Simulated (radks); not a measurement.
Values are calculated unless marked as measured or tabulated.
Problem. Species: Ba28+. Configuration: [Ar] 3d10. Level of theory: non-relativistic Kohn-Sham, PBE, spin-polarised, spherical densities, point nucleus; relativity is left out, which matters for an element this heavy (a radial shooting solver on a logarithmic mesh with Libxc functionals). Some entries of the table are withheld. Estimate them.

orbital  occ.  eigenvalue (eV)  <r^2> (bohr^2)  r(max) (bohr)
1s          2        -36528.45             (1)        0.01797
2s          2        -6402.955         0.01582            (2)
2p          6        -6100.002         0.01183            (3)
3s          2        -2027.745          0.1027         0.2772
3p          6              (4)         0.09680         0.2635
3d         10        -1662.370         0.07835            (5)

Solution. 
(1) 1s <r^2> (bohr^2): 0.0009838
(2) 2s r(max) (bohr): 0.09891
(3) 2p r(max) (bohr): 0.07720
(4) 3p eigenvalue (eV): -1898.816
(5) 3d r(max) (bohr): 0.2120
